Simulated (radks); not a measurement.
The numbers below are computed, except where a source is named.
Sc+, 20 electrons, occupied as [Ar] 4s0.5 4p1.5 (fractional occupations, a model configuration).

Code: a radial shooting solver on a logarithmic mesh with Libxc functionals. Model: Dirac Kohn-Sham, BLYP, spin-unpolarised, spherical densities, finite nucleus; open shells are shared between the two j in proportion to 2j + 1; Fermi nuclear charge, rms radius 3.5459 fm.

Energy parts (eV):
| part | energy |
|---|---|
| total | -20783.880 |
| kinetic | 20968.695 |
| electron-nucleus | -49121.495 |
| Hartree | 8422.476 |
| exchange-correlation | -1053.556 |

Orbitals (lengths in bohr, moments of r in powers of bohr; <r^-3> diverges for s and p1/2; r(max) is where P^2 peaks; r(90%) holds 90 % of the orbital's charge):
[
 {"orbital": "1s1/2", "occ.": "2", "eigenvalue (eV)": "-4412.982", "r(90%)": "0.130", "<r>": "0.07304", "r(max)": "0.04780", "<r^-3>": "-", "small-component weight": "5.65e-03"},
 {"orbital": "2s1/2", "occ.": "2", "eigenvalue (eV)": "-489.6079", "r(90%)": "0.535", "<r>": "0.3436", "r(max)": "0.2837", "<r^-3>": "-", "small-component weight": "9.64e-04"},
 {"orbital": "2p1/2", "occ.": "2", "eigenvalue (eV)": "-406.7586", "r(90%)": "0.505", "<r>": "0.3060", "r(max)": "0.2308", "<r^-3>": "-", "small-component weight": "9.44e-04"},
 {"orbital": "2p3/2", "occ.": "4", "eigenvalue (eV)": "-402.1151", "r(90%)": "0.508", "<r>": "0.3086", "r(max)": "0.2329", "<r^-3>": "220.0", "small-component weight": "9.34e-04"},
 {"orbital": "3s1/2", "occ.": "2", "eigenvalue (eV)": "-68.9735", "r(90%)": "1.58", "<r>": "1.061", "r(max)": "0.9205", "<r^-3>": "-", "small-component weight": "2.00e-04"},
 {"orbital": "3p1/2", "occ.": "2", "eigenvalue (eV)": "-47.6810", "r(90%)": "1.74", "<r>": "1.136", "r(max)": "0.9532", "<r^-3>": "-", "small-component weight": "1.72e-04"},
 {"orbital": "3p3/2", "occ.": "4", "eigenvalue (eV)": "-47.1423", "r(90%)": "1.75", "<r>": "1.143", "r(max)": "0.9592", "<r^-3>": "25.68", "small-component weight": "1.70e-04"},
 {"orbital": "4s1/2", "occ.": "0.5", "eigenvalue (eV)": "-12.0766", "r(90%)": "4.53", "<r>": "3.091", "r(max)": "2.716", "<r^-3>": "-", "small-component weight": "3.26e-05"},
 {"orbital": "4p1/2", "occ.": "0.5", "eigenvalue (eV)": "-8.0857", "r(90%)": "5.47", "<r>": "3.695", "r(max)": "3.212", "<r^-3>": "-", "small-component weight": "2.38e-05"},
 {"orbital": "4p3/2", "occ.": "1", "eigenvalue (eV)": "-8.0325", "r(90%)": "5.49", "<r>": "3.714", "r(max)": "3.229", "<r^-3>": "2.544", "small-component weight": "2.36e-05"}
]

The highest occupied level is 4p3/2 at -8.033 eV. The density falls to 0.001 e/bohr^3 at r = 4.84 bohr. Summed over all electrons, <r^2> = 41.65 bohr^2, which gives a Langevin (diamagnetic) susceptibility term of -33 x 10^-6 cm^3/mol.
